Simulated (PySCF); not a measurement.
Isomers of C5H5F4P, one GFN2-xTB conformer each. Single-point energies are computed at PBE0/pcSseg-1 (PySCF, gas phase, no added dispersion term), electronic only.

```csv
SMILES,GFN2-xTB relative energy (kJ/mol)
FC1=C(C(F)(F)F)PCC1,0.0
FC1=CCCP1C(F)(F)F,21.7
```

Conformers: `[F:1][C:2]1=[C:3]([C:4]([F:5])([F:6])[F:7])[PH:8][CH2:9][CH2:10]1` with C2–C3–P8–C9 11°, C3–P8–C9–C10 -21°, P8–C9–C10–C2 25°, F1–C2–C10–C9 164°; `[F:1][C:2]1=[CH:3][CH2:4][CH2:5][P:6]1[C:7]([F:8])([F:9])[F:10]` with C2–C3–C4–C5 12°, C3–C4–C5–P6 -16°, C4–C5–P6–C7 -82°, F1–C2–P6–C5 172°.

Task: What does PBE0/pcSseg-1 give for the same structures?

Result: 
```csv
SMILES,PBE0/pcSseg-1 E (Eh),PBE0/pcSseg-1 (kJ/mol),GFN2-xTB (kJ/mol),point group
FC1=C(C(F)(F)F)PCC1,-933.45721,0.0,0.0,C1
FC1=CCCP1C(F)(F)F,-933.44496,32.2,21.7,C1
```

Both levels put the same isomer lowest. 

Task: Which frontier levels, dipoles and rotational constants go with these structures?

Result: 
```tsv
SMILES	HOMO (eV, PBE0/pcSseg-1)	LUMO (eV)	dipole (D)	A, B, C (MHz)
FC1=C(C(F)(F)F)PCC1	-7.41	-0.73	4.25	1626, 990.0, 702.2
FC1=CCCP1C(F)(F)F	-7.37	-0.62	3.35	1612, 1052, 852.5
```
